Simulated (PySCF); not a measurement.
## Calculated data, H2O2Si, AlBHO2, CH2BFO

Calculation on a computer-drawn molecule: optimised geometry and harmonic frequencies of an isolated molecule of the commonest isotopes, restricted reference for singlets and unrestricted otherwise, frozen core in MP2. Program: PySCF 2.14.0.

Common to all runs: charge 0.

(1) H2O2Si

Start structure:
```xyz
5
H2O2Si
O     -2.6486     0.1177    -0.2030
Si    -2.6477     0.6465    -1.7692
O     -1.1089     0.3444    -2.2921
H     -1.9036    -0.2639     0.2402
H     -0.4250    -0.0461    -1.7660
```

* multiplicity: 1
* method: MP2
* basis: cc-pV(D+d)Z
* rotational constants: 25.99, 8.422, 6.361 GHz
* total energy: -440.3497 hartree
* convergence status largest gradient component: 1.421e-05 hartree/bohr

Drawn bonds:
```
atom  other atom  order
   1           2      1
   2           3      1
   1           4      1
   3           5      1
```

Optimised structure:
```xyz
5
H2O2Si
O     -2.6730     0.1175    -0.1802
Si    -2.6518     0.6487    -1.7720
O     -1.0946     0.3500    -2.3217
H     -1.8750    -0.2645     0.2158
H     -0.4394    -0.0531    -1.7320
```

Modes:
```
frequency (cm⁻¹)  reduced mass (dalton)
           329.6                  3.601
           371.6                  1.057
           490.6                  1.291
           679.1                  1.091
           761.5                  3.135
           845.9                  13.87
           895.2                  1.888
            3833                  1.066
            3833                  1.068
```

(2) AlBHO2

Start structure:
```xyz
5
AlBHO2
O     -1.1463    -2.5354    -0.3881
B     -0.5727    -1.5316    -0.1105
Al     0.4475     0.2766     0.4738
O      1.1998     1.1706    -0.7354
H      1.2816     1.0533    -1.6676
```

- multiplicity: 2
- method: MP2
- basis: cc-pV(D+d)Z
- rotational constants: 26.08, 2.549, 2.322 GHz
- total energy: -417.4907 hartree
- spin squared: 0.7568
- convergence status largest gradient component: 2.778e-05 hartree/bohr

Drawn bonds:
```
atom  other atom  order
   1           2      2
   2           3      1
   3           4      1
   4           5      1
```

Optimised structure:
```xyz
5
AlBHO2
O     -1.1513    -2.5468    -0.4015
B     -0.5603    -1.5136    -0.1171
Al     0.4491     0.2794     0.4747
O      1.2291     1.2214    -0.7230
H      1.2433     0.9931    -1.6608
```

Modes:
```
frequency (cm⁻¹)  reduced mass (dalton)
           124.5                  6.957
           242.9                   6.54
           328.4                  8.303
           378.7                  1.293
           437.7                  9.347
             587                  1.405
           851.6                  6.132
            1884                  12.46
            3908                  1.067
```

(3) CH2BFO

Start structure:
```xyz
6
CH2BFO
O      0.3528     0.5415    -1.6017
C     -1.0295     0.7524    -1.7748
B     -2.1939     0.6768    -0.9146
F     -3.2324     0.6051    -0.2220
H      0.4978     0.2673    -0.7571
H     -1.2650     1.0512    -2.8353
```

* multiplicity: 1
* method: HF
* basis: cc-pVDZ
* rotational constants: 52.88, 3.789, 3.569 GHz
* total energy: -237.9851 hartree
* convergence status largest gradient component: 2.761e-05 hartree/bohr

Drawn bonds:
```
atom  other atom  order
   1           2      1
   2           3      2
   3           4      1
   1           5      1
   2           6      1
```

Optimised structure:
```xyz
6
CH2BFO
O      0.2100     0.8678    -1.1455
C     -1.0612     0.7756    -1.6893
B     -2.2187     0.6999    -0.9236
F     -3.3219     0.6709    -0.2624
H      0.6675     0.0568    -1.3134
H     -1.1458     0.8233    -2.7713
```

Modes:
```
frequency (cm⁻¹)  reduced mass (dalton)
           177.2                  5.806
           292.7                  1.481
           418.1                  3.467
           606.9                  9.984
           721.4                  1.354
             891                  5.901
            1225                  3.794
            1346                  1.194
            1433                  1.426
            1907                  9.562
            3297                  1.085
            4122                  1.067
```
